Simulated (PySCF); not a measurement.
Compound: C6H12P2.
Numbering: `[CH2:1]=[P@:2]1([PH2:3])[CH2:4][CH:5]=[C:6]([CH3:7])[CH2:8]1` (hydrogens: H9, H10 on C1; H11, H12 on P3; H13, H14 on C4; H15 on C5; H16, H17, H18 on C7; H19, H20 on C8)

The same species was optimised twice, with GFN2-xTB and with PBE0-D3(BJ)/def2-SVP (PySCF), and the same property calculations (PySCF, gas phase) were run on both structures.

| coordinate | GFN2-xTB | PBE0-D3(BJ)/def2-SVP | change |
| --- | --- | --- | --- |
| P2–P3 (Å) | 2.167 | 2.219 | +0.052 |
| C1=P2 (Å) | 1.708 | 1.669 | -0.039 |
| P2–C4 (Å) | 1.909 | 1.891 | -0.018 |
| C5=C6 (Å) | 1.328 | 1.344 | +0.016 |
| C4–C5 (Å) | 1.490 | 1.495 | +0.005 |
| C6–C8 (Å) | 1.502 | 1.505 | +0.003 |
| C6–C7 (Å) | 1.493 | 1.492 | -0.001 |
| P2–C8 (Å) | 1.843 | 1.843 | 0.000 |
| C1–P2–C4 (°) | 133.9 | 126.4 | -7.5 |
| P3–P2–C8 (°) | 106.8 | 110.3 | +3.5 |
| C1–P2–C8 (°) | 108.7 | 111.7 | +3.0 |
| C1–P2–P3 (°) | 111.6 | 114.1 | +2.5 |
| P3–P2–C4 (°) | 101.0 | 99.3 | -1.7 |
| C4–P2–C8 (°) | 91.0 | 92.5 | +1.5 |
| C7–C6–C8 (°) | 118.2 | 118.9 | +0.7 |
| C5–C6–C7 (°) | 125.7 | 125.2 | -0.5 |

Rotational constants: A = 2501, B = 907.3, C = 870.4 MHz (GFN2-xTB) against A = 2486, B = 891.2, C = 855.3 MHz (PBE0-D3(BJ)/def2-SVP). Point groups within 0.08 Å: C1 and C1.

On the GFN2-xTB structure: HOMO (eV) -5.32 [PBE0/pcSseg-1]; LUMO (eV) -0.02 [PBE0/pcSseg-1]; dipole (D) 2.25 [PBE0/pcSseg-1]; GIAO shielding of C1 (ppm) 169.1 [PBE0/pcSseg-1]; GIAO shielding of P2 (ppm) 326.1 [PBE0/pcSseg-1]; GIAO shielding of P3 (ppm) 509.9 [PBE0/pcSseg-1]; GIAO shielding of C4 (ppm) 141.2 [PBE0/pcSseg-1]; GIAO shielding of C5 (ppm) 59.0 [PBE0/pcSseg-1]; GIAO shielding of C6 (ppm) 39.3 [PBE0/pcSseg-1]; GIAO shielding of C7 (ppm) 163.8 [PBE0/pcSseg-1]; GIAO shielding of C8 (ppm) 140.8 [PBE0/pcSseg-1].

Q: What do these properties become on the PBE0-D3(BJ)/def2-SVP structure?

A: 
| property | level | on GFN2-xTB | on PBE0-D3(BJ)/def2-SVP | change |
| --- | --- | --- | --- | --- |
| HOMO (eV) | PBE0/pcSseg-1 | -5.32 | -5.03 | +0.29 |
| LUMO (eV) | PBE0/pcSseg-1 | -0.02 | -0.14 | -0.12 |
| dipole (D) | PBE0/pcSseg-1 | 2.25 | 1.91 | -0.34 |
| energy, GFN2-xTB geometry as zero (kcal/mol) | PBE0/pcSseg-1 | 0.0 | -3.7 | -3.7 |
| GIAO shielding of C1 (ppm) | PBE0/pcSseg-1 | 169.1 | 173.8 | +4.7 |
| GIAO shielding of P2 (ppm) | PBE0/pcSseg-1 | 326.1 | 332.4 | +6.3 |
| GIAO shielding of P3 (ppm) | PBE0/pcSseg-1 | 509.9 | 475.8 | -34.1 |
| GIAO shielding of C4 (ppm) | PBE0/pcSseg-1 | 141.2 | 137.1 | -4.1 |
| GIAO shielding of C5 (ppm) | PBE0/pcSseg-1 | 59.0 | 54.2 | -4.8 |
| GIAO shielding of C6 (ppm) | PBE0/pcSseg-1 | 39.3 | 37.7 | -1.6 |
| GIAO shielding of C7 (ppm) | PBE0/pcSseg-1 | 163.8 | 161.9 | -1.9 |
| GIAO shielding of C8 (ppm) | PBE0/pcSseg-1 | 140.8 | 143.2 | +2.4 |

The heavy atoms differ by 0.072 Å rms after alignment. Among the bonds compared P2–P3 changes most (+0.052 Å). Changes are differences of the printed values. Neither structure is proved a minimum here.
